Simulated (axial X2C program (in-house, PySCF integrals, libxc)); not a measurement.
## Worked dissociation energy of SnH⁺: PBE0, scalar-relativistic

All values were computed with an in-house all-electron X2C program for linear molecules (integrals from PySCF). Spin-free means the one-electron spin-free X2C Hamiltonian. Basis: Sn dyall-cv3z [11s12p9d4f1g], H dyall-v3z [6s2p1d] (cores contracted in-house); Gaussian nuclei, density fitting, unrestricted open shells. Masses: Sn 119.902 u, H 1.008 u.

Molecular state: M_S = 0, Λ = 0 (closed shell).

* E(Sn+) (2M_S = 1, M_L = 0): -6175.945781 hartree
* E(H) (2M_S = 1, M_L = 0): -0.501324 hartree
* E(SnH⁺) at Re: -6176.546476 hartree
* ωe: 1828.4 cm⁻¹
* ωexe: 23.3 cm⁻¹

(1) Work out De and D0.

The state is a single determinant with fixed occupations, the lowest that a limited PBE0 search found. The closed shell is kept restricted, so the energy runs too high when the bond is stretched far. De is counted from the lowest determinant-based energies of the atoms at the same level, without counterpoise correction. Spin-free De lacks the spin–orbit lowering of the heavy p-block atom, a tenth of an eV or more for 4p and 5p, up to an eV for 6p and one to two eV for 7p atoms, less what an open-shell molecule gains itself.

Each atomic determinant is the lowest at this level and need not be a pure term. Totals compare only within one Hamiltonian and basis.

Results:

(1) De = -6175.945781 + (-0.501324) − (-6176.546476) = 0.09937 hartree = 2.704 eV. The zero-point energy is ωe/2 − ωexe/4 = 908 cm⁻¹ = 0.113 eV, so D0 = 2.591 eV.
